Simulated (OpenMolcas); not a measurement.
A calculation on Ne4+.

```yaml
Program: OpenMolcas 26.06
Method: CASSCF
Basis: ANO-RCC-VTZP [4s3p2d1f]
Scalar_Hamiltonian: DKH2, point nucleus
Active_space: 4 electrons in 8 orbitals (2s 2p 3s 3p)
State_averaging: 2S+1 = 3 even, 3 roots; 2S+1 = 1 even, 6 roots; 2S+1 = 5 odd, 1 root; 2S+1 = 3 odd, 9 roots; 2S+1 = 1 odd, 8 roots
Spin-orbit_coupling: state interaction with AMFI integrals over the reference wave functions, term energies averaged over their components
```

Question: Which level of the active space comes out lowest?

Answer: 2s2 2p2 3P0, with 100 % of that term; it is also the measured ground level.

Question: How high does 2s2 2p2 1S0 lie?

Answer: 59483 cm-1 above the lowest level; measured 63914 cm-1 above the ground level, so the calculation is off by -7 %.

Question: How high does 2s 2p3 1D* 2 lie?

Answer: 284766 cm-1 above the lowest level; measured 270564 cm-1 above the ground level, so the calculation is off by +5 %.

Question: How high does 2s 2p3 3S* 1 lie?

Answer: 290662 cm-1 above the lowest level.

Measured values: NIST levels in Podobedova, Fuhr, Reader and Wiese, J. Phys. Chem. Ref. Data 33, 525 (2004).

Active for correlation alone: 3p 3s; no level in the range computed is led by a configuration that fills them, so any true level of that kind is missing. Measured partners are found by configuration, term and J. A level has none where our copy of the source lacks it or the pairing is in doubt (some pairs that miss far off the trend of their configuration count as doubtful), and it then counts in no deviation. Levels of configurations outside the active space are missing.

* marks odd parity.
